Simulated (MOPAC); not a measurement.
MOPAC input (AM1):

```
AM1 1SCF CHARGE=1 GEO-OK AUX(PRECISION=9) THREADS=1
C4H9O

C    -0.95996246 1   -1.11005754 1   -0.62521738 1
C     0.23956458 1   -0.17384946 1   -0.59056356 1
C     1.52908113 1   -0.83805889 1    0.02922468 1
C     0.06609459 1    1.04385345 1    0.16775925 1
O    -0.92292247 1    1.19485397 1    0.94832779 1
H    -1.20760704 1   -1.47369234 1    0.37194651 1
H    -1.83862268 1   -0.61923856 1   -1.04279244 1
H    -0.72185562 1   -1.96954308 1   -1.24897007 1
H     0.54334058 1    0.14890000 1   -1.59692031 1
H     1.75229131 1   -1.70272961 1   -0.59329675 1
H     2.39173959 1   -0.17320244 1    0.01956341 1
H     1.33176393 1   -1.17292668 1    1.04608200 1
H     0.81049883 1    1.84074597 1    0.11750848 1
H    -0.92683600 1    2.03152949 1    1.45303878 1
```

Output:

```
 *******************************************************************************
 **                                                                           **
 **                              MOPAC v23.2.5                                **
 **                                                                           **
 *******************************************************************************
 ** MOPAC's Digital Object Identifier: https://doi.org/10.5281/zenodo.6511958 **
 **                                                                           **
 ** Please cite the open-source release paper for use of this MOPAC version:  **
 ** J. E. Moussa and J. J. P. Stewart (2026)                                  **
 ** MOPAC: An open-source semiempirical molecular orbital program             **
 ** J. Open Source Softw., 11(119), 8025, https://doi.org/10.21105/joss.08025 **
 *******************************************************************************

                              AM1 CALCULATION RESULTS

 *******************************************************************************
 *  AM1        - The AM1 Hamiltonian to be used
 *  GEO-OK     - OVERRIDE INTERATOMIC DISTANCE AND OTHER SAFETY CHECKS
 *
 *
 *
 *                 CHARGE ON SYSTEM = +1
 *
 *
 *
 *  1SCF       - DO 1 SCF AND THEN STOP
 *  AUX        - OUTPUT AUXILIARY INFORMATION
 *******************************************************************************
AM1 1SCF CHARGE=1 GEO-OK AUX(PRECISION=9) THREADS=1
 C4H9O

   ATOM   CHEMICAL          X               Y               Z
  NUMBER   SYMBOL      (ANGSTROMS)     (ANGSTROMS)     (ANGSTROMS)

     1       C         -0.95996246  *  -1.11005754  *  -0.62521738  *
     2       C          0.23956458  *  -0.17384946  *  -0.59056356  *
     3       C          1.52908113  *  -0.83805889  *   0.02922468  *
     4       C          0.06609459  *   1.04385345  *   0.16775925  *
     5       O         -0.92292247  *   1.19485397  *   0.94832779  *
     6       H         -1.20760704  *  -1.47369234  *   0.37194651  *
     7       H         -1.83862268  *  -0.61923856  *  -1.04279244  *
     8       H         -0.72185562  *  -1.96954308  *  -1.24897007  *
     9       H          0.54334058  *   0.14890000  *  -1.59692031  *
    10       H          1.75229131  *  -1.70272961  *  -0.59329675  *
    11       H          2.39173959  *  -0.17320244  *   0.01956341  *
    12       H          1.33176393  *  -1.17292668  *   1.04608200  *
    13       H          0.81049883  *   1.84074597  *   0.11750848  *
    14       H         -0.92683600  *   2.03152949  *   1.45303878  *

          CARTESIAN COORDINATES

    NO.       ATOM           X           Y           Z

     1         C         -0.9600     -1.1101     -0.6252
     2         C          0.2396     -0.1738     -0.5906
     3         C          1.5291     -0.8381      0.0292
     4         C          0.0661      1.0439      0.1678
     5         O         -0.9229      1.1949      0.9483
     6         H         -1.2076     -1.4737      0.3719
     7         H         -1.8386     -0.6192     -1.0428
     8         H         -0.7219     -1.9695     -1.2490
     9         H          0.5433      0.1489     -1.5969
    10         H          1.7523     -1.7027     -0.5933
    11         H          2.3917     -0.1732      0.0196
    12         H          1.3318     -1.1729      1.0461
    13         H          0.8105      1.8407      0.1175
    14         H         -0.9268      2.0315      1.4530

  H: (AM1): M.J.S. DEWAR ET AL, J. AM. CHEM. SOC. 107 3902-3909 (1985)
  C: (AM1): M.J.S. DEWAR ET AL, J. AM. CHEM. SOC. 107 3902-3909 (1985)
  O: (AM1): M.J.S. DEWAR ET AL, J. AM. CHEM. SOC. 107 3902-3909 (1985)

           Empirical Formula: C4 H9 O  =    14 atoms

      MOLECULAR POINT GROUP   :   C1

      RHF CALCULATION, NO. OF DOUBLY OCCUPIED LEVELS = 15

 -------------------------------------------------------------------------------
 AM1 1SCF CHARGE=1 GEO-OK AUX(PRECISION=9) THREADS=1
 C4H9O

     1SCF WAS SPECIFIED, SO BFGS WAS NOT USED
     SCF FIELD WAS ACHIEVED

                              AM1 CALCULATION
                                                       MOPAC v23.2.5 Linux

          FINAL HEAT OF FORMATION =        135.70806 KCAL/MOL =     567.80252 KJ/MOL

          COSMO AREA              =        120.39 SQUARE ANGSTROMS
          COSMO VOLUME            =        108.40 CUBIC ANGSTROMS

          IONIZATION POTENTIAL    =         16.843409 EV
          HOMO LUMO ENERGIES (EV) =        -16.843 -6.752
          NO. OF FILLED LEVELS    =         15
          MOLECULAR WEIGHT        =         73.1145         POINT GROUP:  C1

          MOLECULAR DIMENSIONS (Angstroms)

            Atom       Atom       Distance
            H    14    H    10     5.03089
            H    11    H     7     4.12366
            H    12    H     9     2.78165

          SCF CALCULATIONS        =          1

   ATOM   CHEMICAL          X               Y               Z
  NUMBER   SYMBOL      (ANGSTROMS)     (ANGSTROMS)     (ANGSTROMS)

     1       C         -0.95996246  *  -1.11005754  *  -0.62521738  *
     2       C          0.23956458  *  -0.17384946  *  -0.59056356  *
     3       C          1.52908113  *  -0.83805889  *   0.02922468  *
     4       C          0.06609459  *   1.04385345  *   0.16775925  *
     5       O         -0.92292247  *   1.19485397  *   0.94832779  *
     6       H         -1.20760704  *  -1.47369234  *   0.37194651  *
     7       H         -1.83862268  *  -0.61923856  *  -1.04279244  *
     8       H         -0.72185562  *  -1.96954308  *  -1.24897007  *
     9       H          0.54334058  *   0.14890000  *  -1.59692031  *
    10       H          1.75229131  *  -1.70272961  *  -0.59329675  *
    11       H          2.39173959  *  -0.17320244  *   0.01956341  *
    12       H          1.33176393  *  -1.17292668  *   1.04608200  *
    13       H          0.81049883  *   1.84074597  *   0.11750848  *
    14       H         -0.92683600  *   2.03152949  *   1.45303878  *

                             CARTESIAN COORDINATES

   1    C       -0.959962460    -1.110057540    -0.625217380
   2    C        0.239564580    -0.173849460    -0.590563560
   3    C        1.529081130    -0.838058890     0.029224680
   4    C        0.066094590     1.043853450     0.167759250
   5    O       -0.922922470     1.194853970     0.948327790
   6    H       -1.207607040    -1.473692340     0.371946510
   7    H       -1.838622680    -0.619238560    -1.042792440
   8    H       -0.721855620    -1.969543080    -1.248970070
   9    H        0.543340580     0.148900000    -1.596920310
  10    H        1.752291310    -1.702729610    -0.593296750
  11    H        2.391739590    -0.173202440     0.019563410
  12    H        1.331763930    -1.172926680     1.046082000
  13    H        0.810498830     1.840745970     0.117508480
  14    H       -0.926836000     2.031529490     1.453038780

           Empirical Formula: C4 H9 O  =    14 atoms

      MOLECULAR POINT GROUP   :   C1

                  EIGENVALUES
 -48.15249 -41.55958 -33.25282 -32.65633 -27.57201 -26.51156 -22.80392 -22.20926
 -20.63581 -19.53619 -18.62790 -17.77842 -17.48518 -17.10572 -16.84341  -6.75216
  -4.21007  -3.13689  -2.26713  -1.65804  -1.14524  -0.87562  -0.48943  -0.02230
   0.00380   0.36895   0.43524   0.60975   1.03839

              NET ATOMIC CHARGES AND DIPOLE CONTRIBUTIONS

  ATOM NO.   TYPE          CHARGE      No. of ELECS.   s-Pop       p-Pop
    1          C          -0.214629        4.2146     1.21571     2.99892
    2          C          -0.165318        4.1653     1.22256     2.94276
    3          C          -0.207020        4.2070     1.23012     2.97690
    4          C           0.302863        3.6971     1.30204     2.39510
    5          O          -0.091791        6.0918     1.82957     4.26222
    6          H           0.109367        0.8906     0.89063
    7          H           0.108947        0.8911     0.89105
    8          H           0.128579        0.8714     0.87142
    9          H           0.176771        0.8232     0.82323
   10          H           0.141120        0.8589     0.85888
   11          H           0.107913        0.8921     0.89209
   12          H           0.110533        0.8895     0.88947
   13          H           0.173627        0.8264     0.82637
   14          H           0.319038        0.6810     0.68096
 DIPOLE           X         Y         Z       TOTAL
 POINT-CHG.     0.730     3.500     0.826     3.670
 HYBRID         0.135     0.943     0.282     0.993
 SUM            0.864     4.443     1.107     4.660

          ATOMIC ORBITAL ELECTRON POPULATIONS

     Atom    s        px        py        pz
    1  C   1.21571   0.93288   0.99707   1.06896
    2  C   1.22256   1.03418   0.90808   1.00050
    3  C   1.23012   0.90196   1.03315   1.04179
    4  C   1.30204   0.77159   0.94931   0.67420
    5  O   1.82957   1.39668   1.45221   1.41333
    6  H   0.89063
    7  H   0.89105
    8  H   0.87142
    9  H   0.82323
   10  H   0.85888
   11  H   0.89209
   12  H   0.88947
   13  H   0.82637
   14  H   0.68096

 **********************
 *                    *
 * JOB ENDED NORMALLY *
 *                    *
 **********************

 == MOPAC DONE ==
```

The dipole moment of an ion depends on the origin.

The geometry given is a B3LYP-D3(BJ)/def2-TZVP minimum.
